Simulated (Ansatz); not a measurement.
Born–Oppenheimer molecular dynamics of ClGeH3 (5 atoms, charge 0, multiplicity 1). It starts at the highest image of a converged band, a first-order saddle point between two minima.

These are results of RKS revPBE-D4/def2-SVP (Ansatz), not measurements.

- ensemble: NVE (velocity Verlet)
- time step: 0.5 fs
- steps asked: 200
- starting velocities drawn for: 100 K
- seed: 11813

First frame:

```xyz
5
Properties=species:S:1:pos:R:3
Ge 0.308 0.026 -0.489
H 0.511 0.139 1.271
H 1.601 -0.117 0.393
H -0.569 1.225 -0.023
Cl -0.891 -1.820 -0.472
```

(1) How far do the bonds stretch over the last three quarters of this one trajectory? (Pairs bonded in most of those frames.)

Results:

(1) 
| bond | mean (Å) | spread (Å) | shortest | longest |
| --- | --- | --- | --- | --- |
| Ge1–H2 | 1.604 | 0.079 | 1.46 | 1.78 |
| Ge1–H3 | 1.601 | 0.076 | 1.46 | 1.72 |
| Ge1–H4 | 1.588 | 0.051 | 1.48 | 1.68 |
| Ge1–Cl5 | 2.228 | 0.033 | 2.16 | 2.27 |

Mean temperature of the second half: 2681 K. The conserved energy stayed within 0.46 meV per atom of its start (net change 0.02 meV per atom), so the integration is sound. The kinetic energy rose, since the run started high on the potential surface and went downhill. A run of 0.1 ps of so small a system gives no equilibrium averages. The orbitals stay closed-shell, which can raise the energy where a bond breaks towards radicals; this wasn't checked here.

Run time: 3.9 min on 1 thread of Arm Neoverse V1 (shared host), peak memory 0.1 GiB.
